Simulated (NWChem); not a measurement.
System: CH9NSi2; SMILES C(N)([SiH3])[SiH3]

NWChem input:

```
start job
memory heap 200 mb stack 900 mb global 1100 mb
geometry units angstroms noautosym nocenter noautoz
  N      1.757946     0.084676     0.169165
  C      0.412865     0.012696    -0.415955
  Si    -0.507980    -1.595849     0.004721
  Si    -0.515597     1.602759     0.036460
  H      2.340943    -0.691133    -0.141833
  H      1.713931     0.023383     1.185439
  H      0.505543     0.060699    -1.517620
  H      0.343909    -2.759330    -0.402509
  H     -0.706504    -1.675368     1.486728
  H     -1.839843    -1.712844    -0.668653
  H     -0.553282     1.739724     1.526410
  H     -1.922604     1.546480    -0.469683
  H      0.171355     2.796052    -0.540421
end
basis spherical
  * library pcsseg-1
end
dft
  xc slater vwn_5
  iterations 150
end
property
  shielding
  efieldgrad
end
task dft property
```

Coordinates come from a PBE0/def2-SVP optimisation. Not confirmed as a minimum by frequencies.

GIAO values for the isolated, static molecule; σ is the absolute isotropic shielding, δ = σ(reference) − σ with the isolated reference molecule computed at the same levels (1H: tetramethylsilane, 15N: ammonia, 29Si: tetramethylsilane).

Atoms are numbered as in the input.

Q: What results follow from this input? (LDA (Slater exchange, VWN5)/pcSseg-1, GIAO.) Quantities: δ N1 (ppm); δ Si3 (ppm); δ Si4 (ppm); δ H5 (ppm); δ H6 (ppm); δ H8 (rotor mean) (ppm); δ H11 (rotor mean) (ppm).

A: 
```json
{
  "δ N1 (ppm)": "43.8",
  "δ Si3 (ppm)": "-70.7",
  "δ Si4 (ppm)": "-70.2",
  "δ H5 (ppm)": "0.52",
  "δ H6 (ppm)": "0.01",
  "δ H8 (rotor mean) (ppm)": "4.10",
  "δ H11 (rotor mean) (ppm)": "4.18"
}
```
